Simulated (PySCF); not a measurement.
CH$_{6}$InN, singlet, at a GFN2-xTB geometry (such geometries of metal compounds can be far from the true shape) (core potentials on In); DF-HF/def2-TZVPPD (PySCF).

The PySCF input:
```python
from pyscf import gto, scf

mol = gto.Mole()
mol.atom = '''
    In   -0.17593375   -0.14268995   -0.16178281
    H    -1.37316299   -1.04513913   -1.02811262
    C     0.44323094    1.95197808   -0.52079601
    H     1.06080740    2.02777142   -1.41353623
    H     1.02173222    2.25364104    0.35158519
    H    -0.42222180    2.60214952   -0.63042897
    N     0.53041207   -1.09229358    1.49415416
    H     1.45068728   -0.80654553    1.81007377
    H     0.51064159   -2.10588295    1.50347319
'''
mol.basis = 'def2-tzvppd'
mol.ecp = {'In': 'def2-tzvppd'}
mol.verbose = 4
mol.max_memory = 1800
mol.build()

mf = scf.RHF(mol)
mf = mf.density_fit(auxbasis='def2-universal-jkfit')
mf.kernel()
```

The log (banner, timings and long lists left out):

```
PySCF version 2.14.0

[INPUT] verbose = 4
[INPUT] num. atoms = 9
[INPUT] num. electrons = 40
[INPUT] charge = 0
[INPUT] spin (= nelec alpha-beta = 2S) = 0
[INPUT] symmetry False subgroup None
[INPUT] Mole.unit = angstrom
[INPUT] Symbol           X                Y                Z      unit          X                Y                Z       unit  Magmom
[INPUT]  1 In    -0.175933750000  -0.142689950000  -0.161782810000 AA   -0.332466603568  -0.269644926228  -0.305725202563 Bohr   0.0
[INPUT]  2 H     -1.373162990000  -1.045139130000  -1.028112620000 AA   -2.594901975489  -1.975026717766  -1.942851277009 Bohr   0.0
[INPUT]  3 C      0.443230940000   1.951978080000  -0.520796010000 AA    0.837585086534   3.688703972354  -0.984161825666 Bohr   0.0
[INPUT]  4 H      1.060807400000   2.027771420000  -1.413536230000 AA    2.004635456912   3.831932627020  -2.671196341850 Bohr   0.0
[INPUT]  5 H      1.021732220000   2.253641040000   0.351585190000 AA    1.930794068444   4.258764348680   0.664399718553 Bohr   0.0
[INPUT]  6 H     -0.422221800000   2.602149520000  -0.630428970000 AA   -0.797883565821   4.917349927968  -1.191338094292 Bohr   0.0
[INPUT]  7 N      0.530412070000  -1.092293580000   1.494154160000 AA    1.002333545464  -2.064135713821   2.823542150280 Bohr   0.0
[INPUT]  8 H      1.450687280000  -0.806545530000   1.810073770000 AA    2.741401651590  -1.524150158692   3.420543690559 Bohr   0.0
[INPUT]  9 H      0.510641590000  -2.105882950000   1.503473190000 AA    0.964972752912  -3.979542025891   2.841152564726 Bohr   0.0

nuclear repulsion = 126.288978506087
number of shells = 86
number of NR pGTOs = 315
number of NR cGTOs = 232
basis = def2-tzvppd
ecp = {'In': 'def2-tzvppd'}

******** <class 'pyscf.df.df_jk.DFRHF'> ********
method = DFRHF
initial guess = minao
damping factor = 0
level_shift factor = 0
DIIS = <class 'pyscf.scf.diis.CDIIS'>
diis_start_cycle = 1
diis_space = 8
diis_damp = 0
SCF conv_tol = 1e-09
SCF conv_tol_grad = None
SCF max_cycles = 50
direct_scf = False
Set gradient conv threshold to 3.16228e-05
Initial guess from minao.
******** <class 'pyscf.df.df.DF'> ********
auxbasis = def2-universal-jkfit
init E= -251.501067376445
  HOMO = -0.576944167991517  LUMO = -0.337427202800333  gap/eV = 6.51759
cycle= 1 E= -284.540699320994  delta_E=  -33  |g|= 1.89  |ddm|= 47.9
  HOMO = -0.260186130395839  LUMO = 0.0417053743596352  gap/eV = 8.21489
cycle= 2 E= -284.921586004557  delta_E= -0.381  |g|= 0.95  |ddm|= 5.57
  HOMO = -0.359768982802393  LUMO = 0.0351091982261809  gap/eV = 10.74518
cycle= 3 E= -285.043941345425  delta_E= -0.122  |g|= 0.107  |ddm|= 1.43
  HOMO = -0.36922200676747  LUMO = 0.0341064307967024  gap/eV = 10.97513
cycle= 4 E= -285.046447575159  delta_E= -0.00251  |g|= 0.0192  |ddm|= 0.296
  HOMO = -0.370591590278849  LUMO = 0.0342556686591922  gap/eV = 11.01646
cycle= 5 E= -285.046648460533  delta_E= -0.000201  |g|= 0.00886  |ddm|= 0.0651
  HOMO = -0.371237919399847  LUMO = 0.0340987882068259  gap/eV = 11.02977
cycle= 6 E= -285.04668333387  delta_E= -3.49e-05  |g|= 0.00252  |ddm|= 0.0236
  HOMO = -0.371906969968675  LUMO = 0.0340348951940646  gap/eV = 11.04624
cycle= 7 E= -285.046687299542  delta_E= -3.97e-06  |g|= 0.00096  |ddm|= 0.0066
  HOMO = -0.371880485821302  LUMO = 0.0340287628724405  gap/eV = 11.04535
cycle= 8 E= -285.046688004129  delta_E= -7.05e-07  |g|= 0.00031  |ddm|= 0.00287
  HOMO = -0.371950054182482  LUMO = 0.0340285112797265  gap/eV = 11.04724
cycle= 9 E= -285.046688070521  delta_E= -6.64e-08  |g|= 8.49e-05  |ddm|= 0.000896
  HOMO = -0.371954571532326  LUMO = 0.0340277119017676  gap/eV = 11.04734
cycle= 10 E= -285.046688077285  delta_E= -6.76e-09  |g|= 2.79e-05  |ddm|= 0.000308
  HOMO = -0.371957401684658  LUMO = 0.0340273553451588  gap/eV = 11.04741
cycle= 11 E= -285.046688078024  delta_E= -7.39e-10  |g|= 9.6e-06  |ddm|= 9.87e-05
  HOMO = -0.371956802399197  LUMO = 0.0340274503207277  gap/eV = 11.04739
Extra cycle  E= -285.046688078084  delta_E= -6.01e-11  |g|= 4.63e-06  |ddm|= 1.86e-05
converged SCF energy = -285.046688078084
```
